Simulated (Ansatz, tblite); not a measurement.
Cost and result up the ladder for the cluster InN₂ (the lowest doublet isomer of a short search) (3 atoms). The state is a doublet with charge 0. Geometry: r2SCAN-D4/def2-TZVP.

```xyz
3

In   -1.2380    0.9520    1.0080
N     0.2416   -0.8771   -0.5888
N     0.9964   -0.0749   -0.4193
```

Ansatz on 4 threads of Intel Xeon Platinum 8488C on a shared host; xTB runs through tblite on one thread. Times are rough, summed over both states, and most runs start from the orbitals of an earlier one. CCSD(T)/def2-TZVPP serves as the yardstick here, not as an exact answer. The other state is a singlet.

In the def2 sets In takes a core potential; there is no spin–orbit coupling. The xTB rows come from tblite. Correlated methods freeze 6 core orbitals; core or outer-core shells of In are correlated, in sets that lack core-valence functions. The structure comes from a short search, and lower isomers may exist.

Correlated methods converge slowly with the basis.

Raw xTB energies of ions are shifted by several eV, and xTB has no spin-polarisation term.

```json
{"level": "GFN1-xTB", "functions": "17", "wall time": "0.004 s"}
{"level": "GFN2-xTB", "functions": "17", "wall time": "0.004 s"}
{"level": "PBE-D4/def2-TZVP (with forces)", "functions": "112", "wall time": "1.6 s"}
{"level": "r2SCAN-D4/def2-TZVP", "functions": "112", "wall time": "2.4 s"}
{"level": "PBE0-D4/def2-TZVP", "functions": "112", "wall time": "3.5 s"}
{"level": "CCSD(T)/def2-TZVPP", "functions": "112", "wall time": "8.1 s"}
```

**Question.** Estimate what each level gives for the vertical IE (eV).

**Answer.** 
```
                         level  vertical IE (eV)  difference from CCSD(T)/def2-TZVPP (eV)
                      GFN1-xTB              9.12                                     3.63
                      GFN2-xTB              9.85                                     4.36
PBE-D4/def2-TZVP (with forces)              5.85                                     0.36
           r2SCAN-D4/def2-TZVP              5.92                                     0.44
             PBE0-D4/def2-TZVP              5.77                                     0.28
            CCSD(T)/def2-TZVPP              5.49                                     0.00
```
